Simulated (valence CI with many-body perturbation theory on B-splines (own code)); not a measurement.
**Forbidden lines of Sb46+**

Computed by valence CI with perturbative core correlation (CI+MBPT): three valence electrons over a frozen Dirac-Fock core [He], a basis of 11 s, 11 p, 10 d, 8 f, 5 g, 2 h functions for each j, with the one-electron correlation potential Σ1, the two-electron term Σ2, the three-electron term Σ3, Breit, model QED; selected CI, second order for the rest, scaled by the run's own slope (own B-spline code, finite nucleus).

The last digits are not significant, and no measured levels were compared; by estimate large intervals hold to a few tenths of a per cent, small ones and those within an open d or f shell to about a per cent.

Lines 1 to 28 of 28 in falling wavelength, among levels below 486.13 Ry, chosen from the decays that carry over 1 % of a level's rate. Wavelengths and rates use the calculated energies. Electric multipoles are in the length gauge, E1 and E2 with the static RPA response of the core. S is in atomic units (e²a₀⁴ for E2 and M2, e²a₀⁶ for E3), for M1 in squared Bohr magnetons. Weak lines are less certain than strong ones. Lines between different terms over intervals too small for the method are left out, as are lines whose strength nearly cancels.

Levels are named by their leading jj configuration (3d3/2^4 stands for four electrons in 3d with j = 3/2), which in mixed levels can hold well under half, so a name can repeat and another be missing. Letters in brackets count levels of one name in rising energy.

```tsv
λ vac (Å)	Upper	Lower	Type	A (s⁻¹)	S (a.u.)
53.02	(2s 2p1/2 2p3/2) J=3/2 [a]	(2s 2p1/2^2) J=1/2	M1	9.13e+07	2.02e+00
44.46	(2s^2 2p3/2) J=3/2	(2s^2 2p1/2) J=1/2	M1	1.00e+08	1.31e+00
2.871	(2s 2p3/2 3p3/2) J=7/2	(2s 2p3/2^2) J=3/2	E2	6.49e+09	9.05e-06
2.861	(2s^2 3p1/2) J=1/2	(2s^2 2p3/2) J=3/2	E2	3.07e+11	1.05e-04
2.825	(2s 2p3/2 3p3/2) J=7/2	(2s 2p3/2^2) J=5/2	E2	9.28e+10	1.19e-04
2.818	(2s 2p3/2 3p3/2) J=1/2 [b]	(2s 2p3/2^2) J=3/2	E2	1.62e+11	5.15e-05
2.815	(2s 2p1/2 3p3/2) J=5/2	(2s 2p1/2 2p3/2) J=5/2	E2	8.53e+10	8.08e-05
2.788	(2s 2p3/2 3d5/2) J=9/2	(2s 2p3/2^2) J=5/2	M2	4.02e+09	6.05e-06
2.788	(2s 2p3/2 3d5/2) J=9/2	(2s 2p3/2^2) J=5/2	E3	1.98e+08	8.26e-06
2.774	(2s 2p3/2 3p3/2) J=1/2 [b]	(2s 2p3/2^2) J=5/2	E2	6.74e+10	1.98e-05
2.663	(2s 2p3/2 3p3/2) J=7/2	(2s 2p1/2 2p3/2) J=5/2	E2	8.94e+10	8.56e-05
2.656	(2s 2p1/2 3p3/2) J=5/2	(2s 2p1/2^2) J=1/2	E2	1.67e+11	1.18e-04
2.646	(2s 2p3/2 3p3/2) J=7/2	(2s 2p1/2 2p3/2) J=3/2 [a]	E2	1.24e+11	1.15e-04
2.644	(2s 2p3/2 3p3/2) J=1/2 [b]	(2s 2p1/2 2p3/2) J=3/2 [b]	E2	1.75e+11	4.04e-05
2.630	(2s 2p3/2 3d5/2) J=9/2	(2s 2p1/2 2p3/2) J=5/2	M2	8.10e+08	9.11e-07
2.630	(2s 2p3/2 3d5/2) J=9/2	(2s 2p1/2 2p3/2) J=5/2	E3	2.03e+08	5.63e-06
2.614	(2s 2p3/2 3d5/2) J=9/2	(2s 2p1/2 2p3/2) J=3/2 [a]	E3	3.50e+08	9.26e-06
2.570	(2p1/2 2p3/2 3d3/2) J=7/2	(2s 2p1/2 2p3/2) J=3/2 [b]	E2	2.34e+11	1.87e-04
2.566	(2p3/2^2 3d5/2) J=7/2	(2s 2p3/2^2) J=3/2	E2	4.28e+11	3.40e-04
2.547	(2p1/2^2 3d3/2) J=3/2	(2s 2p1/2^2) J=1/2	E2	8.03e+11	3.08e-04
2.545	(2p1/2 2p3/2 3d3/2) J=7/2	(2s 2p1/2 2p3/2) J=5/2	E2	4.10e+11	3.13e-04
2.535	(2p1/2 2p3/2 3d3/2) J=5/2 [a]	(2s 2p1/2 2p3/2) J=3/2 [a]	E2	4.04e+11	2.27e-04
2.534	(2p1/2 2p3/2 3d3/2) J=1/2 [a]	(2s 2p1/2 2p3/2) J=3/2 [a]	E2	7.43e+11	1.39e-04
2.533	(2p1/2 2p3/2 3d5/2) J=9/2	(2s 2p1/2 2p3/2) J=5/2	E2	8.46e+11	7.87e-04
2.529	(2p1/2 2p3/2 3d3/2) J=7/2	(2s 2p1/2 2p3/2) J=3/2 [a]	E2	1.79e+11	1.33e-04
2.529	(2p3/2^2 3d5/2) J=7/2	(2s 2p3/2^2) J=5/2	E2	3.83e+11	2.83e-04
2.528	(2p3/2^2 3d5/2) J=9/2	(2s 2p3/2^2) J=5/2	E2	8.52e+11	7.86e-04
2.525	(2p1/2 2p3/2 3d5/2) J=7/2 [a]	(2s 2p1/2 2p3/2) J=3/2 [a]	E2	6.56e+11	4.81e-04
```
